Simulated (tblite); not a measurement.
C4H5BrFO (doublet state).
Numbering: `[CH3:1][C:2](=[O:3])[CH2:4][C:5]([F:6])[Br:7]` (hydrogens: H8, H9, H10 on C1; H11, H12 on C4)
Bond orders are those of one Lewis drawing.

Computed with GFN2-xTB (tblite), gas phase: L-BFGS steps from a force-field or distance-geometry start until the largest atomic force falls under 0.01 eV/Å.

Step 30: E = -650.7666 eV
```
atom  x, y, z in Å  |  force x, y, z in eV/Å
C1     -1.5176    0.2274   -0.4913    0.021   0.033   0.029
C2     -0.1782    0.8366   -0.2042    0.049  -0.039   0.000
O3      0.3005    1.7652   -0.7925   -0.030  -0.009   0.025
C4      0.6268    0.0952    0.8944   -0.040   0.031  -0.002
C5      1.3909   -0.9945    0.2521   -0.022  -0.009   0.008
F6      0.6609   -1.9750   -0.3208    0.013  -0.012   0.034
Br7     2.9719   -0.6323   -0.6805    0.011   0.014  -0.037
H8     -1.3734   -0.7654   -0.9186   -0.025   0.037   0.019
H9     -2.0700    0.8466   -1.1933    0.033  -0.018  -0.029
H10    -2.0870    0.1183    0.4290   -0.009  -0.013  -0.006
H11     1.3281    0.7912    1.3543    0.000   0.010  -0.001
H12    -0.0517   -0.3139    1.6453    0.001  -0.025  -0.039
```

Step 31: E = -650.7670 eV
```
atom  x, y, z in Å  |  force x, y, z in eV/Å
C1     -1.5167    0.2285   -0.4909    0.011   0.010   0.020
C2     -0.1767    0.8351   -0.2031    0.005  -0.026   0.000
O3      0.3014    1.7617   -0.7941    0.007   0.025   0.012
C4      0.6262    0.0956    0.8963   -0.014   0.015  -0.002
C5      1.3906   -0.9936    0.2526   -0.020   0.000   0.013
F6      0.6591   -1.9732   -0.3189    0.006  -0.030   0.028
Br7     2.9670   -0.6291   -0.6855    0.026   0.017  -0.044
H8     -1.3698   -0.7648   -0.9161   -0.038   0.029   0.011
H9     -2.0678    0.8461   -1.1961    0.046  -0.024  -0.013
H10    -2.0885    0.1191    0.4277   -0.010  -0.008  -0.001
H11     1.3276    0.7913    1.3570   -0.008   0.006   0.000
H12    -0.0513   -0.3175    1.6452   -0.011  -0.016  -0.025
```

Step 32: E = -650.7673 eV
```
atom  x, y, z in Å  |  force x, y, z in eV/Å
C1     -1.5159    0.2294   -0.4902    0.000  -0.008   0.009
C2     -0.1756    0.8339   -0.2024   -0.024  -0.002   0.002
O3      0.3018    1.7599   -0.7947    0.030   0.041   0.004
C4      0.6256    0.0962    0.8973    0.012  -0.005  -0.002
C5      1.3901   -0.9929    0.2528   -0.003   0.007   0.010
F6      0.6582   -1.9729   -0.3168    0.004  -0.036   0.024
Br7     2.9644   -0.6269   -0.6892    0.020   0.015  -0.040
H8     -1.3683   -0.7638   -0.9143   -0.040   0.011   0.003
H9     -2.0656    0.8455   -1.1982    0.047  -0.020  -0.004
H10    -2.0898    0.1195    0.4268   -0.010   0.000   0.005
H11     1.3272    0.7916    1.3585   -0.015   0.003   0.001
H12    -0.0511   -0.3202    1.6445   -0.021  -0.007  -0.012
```

Step 33: E = -650.7677 eV
```
atom  x, y, z in Å  |  force x, y, z in eV/Å
C1     -1.5155    0.2304   -0.4893   -0.007  -0.021  -0.003
C2     -0.1749    0.8332   -0.2018   -0.035   0.026   0.003
O3      0.3023    1.7589   -0.7948    0.038   0.042   0.001
C4      0.6252    0.0967    0.8979    0.028  -0.023  -0.002
C5      1.3897   -0.9921    0.2526    0.020   0.008   0.003
F6      0.6580   -1.9739   -0.3140    0.006  -0.032   0.022
Br7     2.9629   -0.6250   -0.6929    0.002   0.011  -0.031
H8     -1.3679   -0.7624   -0.9128   -0.035  -0.014  -0.004
H9     -2.0628    0.8447   -1.2002    0.038  -0.007   0.000
H10    -2.0914    0.1199    0.4261   -0.009   0.010   0.010
H11     1.3265    0.7920    1.3597   -0.019   0.000   0.003
H12    -0.0511   -0.3231    1.6433   -0.027   0.002  -0.001
```

Task: Estimate the geometry and energy of step 34. (The exact step hangs on the optimiser's Hessian estimate; all steps are aligned on step 33, rigid shifts and turns removed.)

Result: E = -650.7680 eV, largest force 0.054 eV/Å
```
atom  x, y, z in Å  |  force x, y, z in eV/Å
C1     -1.5151    0.2313   -0.4882   -0.009  -0.025  -0.014
C2     -0.1745    0.8331   -0.2010   -0.024   0.048   0.004
O3      0.3034    1.7584   -0.7947    0.030   0.029   0.007
C4      0.6251    0.0969    0.8986    0.029  -0.035  -0.005
C5      1.3897   -0.9910    0.2522    0.041   0.003  -0.007
F6      0.6580   -1.9758   -0.3098    0.015  -0.020   0.023
Br7     2.9614   -0.6227   -0.6979   -0.021   0.005  -0.021
H8     -1.3681   -0.7611   -0.9111   -0.026  -0.041  -0.009
H9     -2.0590    0.8437   -1.2026    0.019   0.010   0.001
H10    -2.0937    0.1205    0.4255   -0.006   0.022   0.010
H11     1.3254    0.7926    1.3614   -0.021  -0.006   0.005
H12    -0.0514   -0.3265    1.6417   -0.027   0.011   0.007
```

The energy changes by -0.0004 eV. The first-order estimate −F·Δx gives -0.0005 eV and the mean of the old and new forces, exact on a quadratic surface, -0.0004 eV. The step makes an angle of 67° with the force vector and moves no atom by more than 0.006 Å.

What follows is the cost of the whole relaxation. The run took 0.3 s of wall time on Arm Neoverse V2, one thread, shared host.
